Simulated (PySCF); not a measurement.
**Structure from NMR data**

An unknown has the formula CH9O2PSi2. Its calculated NMR data are:

¹H NMR (500 MHz, computed): δ 5.59 (m, 1H), 5.17 (s, 3H), 3.92 (s, 3H), 0.91 (m, 2H).

¹³C{¹H} NMR (computed): δ 52.2 (CH3).

PySCF 2.14 calculation with coordinates at the GFN2-xTB level and GIAO PBE0/pcSseg-1 shieldings; no relativistic terms, gas phase, one conformer, fast rotation and ring inversion assumed for equivalent nuclei.

δ = σ(ref) − σ, references computed at the same level: ¹H (σ = 31.72 ppm), ¹³C (σ = 186.93 ppm) vs TMS.

Task: Propose a structure and justify it.

Result: 
- Carbon types of the structure: 1 × CH3, leaving 6 H on heteroatoms.
- δC 52.2: methyl carbon bonded to O; pulled downfield by the heteroatom.
- δH 5.59: hydrogen on a silicon bonded to 2 O, P.
- δH 5.17: hydrogen on a silicon bonded to O.
- δH 3.92: hydrogen on a methyl carbon bonded to O; its carbon carries O, which withdraws density.
- δH 0.91: hydrogen on a phosphorus bonded to Si.

The compound is SMILES CO[Si@@H](P)O[SiH3].

The shifts were computed for this structure.

Splittings by ³¹P in the carbon and heteronuclear signals aren't shown, as no couplings were computed. Shifts are as computed. Against solution values, carbons near 30 ppm lie about +3 ppm off and those near 130 ppm about +5 ppm. Of 1211 compounds with measured shifts, 218 miss one by over three times the rms of a fit or turn the order of signals round; such compounds aren't used in these exercises. No couplings were computed; multiplicities are counted from neighbouring protons, with m where these are inequivalent, close in shift, in a saturated or five-membered ring or joined by F or P, and br s for small geminal =CH2 splittings.
